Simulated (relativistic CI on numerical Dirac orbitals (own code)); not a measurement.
# W²⁺: L2,3 absorption edge

Computed with this model: Dirac-Coulomb-Breit CI, KLI orbitals optimised for each configuration, model QED, valence Slater integrals scaled by 0.9, multiplet model of core-to-valence dipole absorption; configurations [Xe] 4f14 5d4 → [He] 2s2 2p5 3s2 3p6 3d10 4s2 4p6 4d10 4f14 5s2 5p6 5d5; 10 K; Lorentzian 5 eV and Gaussian 1 eV FWHM. Energies are those of the free ion, without screening or charge transfer. The branching ratio is the share of the lower-energy edge in the whole absorption, uncertain by about 0.02 where the edges overlap. S is read from ⟨S²⟩ = S(S + 1).

Field parameters in Wybourne normalisation: D3d B²₀ = −7Dσ, B⁴₀ = −14Dq − 21Dτ, B⁴₃ = −14√(10/7) Dq; D4h B²₀ = −7Ds, B⁴₀ = 21(Dq − Dt), B⁴₄ = 21√(5/14) Dq; Oh B⁴₀ = 21Dq, B⁴₄ = √(5/14) B⁴₀. The field is a parameter set, without covalency.

free ion: ground-state S = 1.89, centroid 10363.98 eV, branching ratio 0.880. Peaks (eV, height): 10203.5 (100), 11542.5 (15).

D4h, 10Dq = 39300, Ds = 1970, Dt = -690 cm⁻¹: ground-state S = 0.90, centroid 10467.57 eV, branching ratio 0.803. Peaks (eV, height): 10205.5 (100), 11544.0 (28).

D3d, 10Dq = 28800, Dσ = -380, Dτ = 240 cm⁻¹: ground-state S = 1.02, centroid 10433.52 eV, branching ratio 0.828. Peaks (eV, height): 10204.0 (100), 11542.5 (23).

Oh, 10Dq = 24250 cm⁻¹: ground-state S = 1.06, centroid 10412.43 eV, branching ratio 0.844. Peaks (eV, height): 10203.5 (100), 11542.0 (19).

Oh, 10Dq = 35700 cm⁻¹: ground-state S = 1.00, centroid 10446.75 eV, branching ratio 0.819. Peaks (eV, height): 10204.5 (100), 11543.0 (25).

The statistical ratio of this edge is 2/3 = 0.667. Values above it arise where the holes sit mainly in the j = l + 1/2 valence subshell or the ground state has high spin; values below it where core-valence Coulomb terms move weight to the upper edge, as in nearly empty shells. At deep edges of heavy elements the radial integrals of the two core levels differ, which raises the baseline.

Strongest unbroadened transitions for Oh, 10Dq = 24250 cm⁻¹:

| Energy (eV) | Relative strength |
| --- | --- |
| 10201.88 | 100.0 |
| 10203.47 | 34.3 |
| 10203.66 | 69.0 |
| 10203.91 | 9.6 |
| 10204.03 | 3.4 |
| 10204.25 | 13.8 |
| 10204.36 | 25.4 |
| 10204.39 | 3.9 |
| 10204.50 | 19.5 |
| 10204.66 | 4.9 |
| 10204.77 | 8.1 |
| 10204.78 | 5.5 |
| 10205.80 | 21.9 |
| 10206.17 | 8.5 |
| 11541.09 | 17.6 |
| 11542.02 | 19.9 |
| 11542.82 | 8.5 |
| 11543.33 | 5.9 |
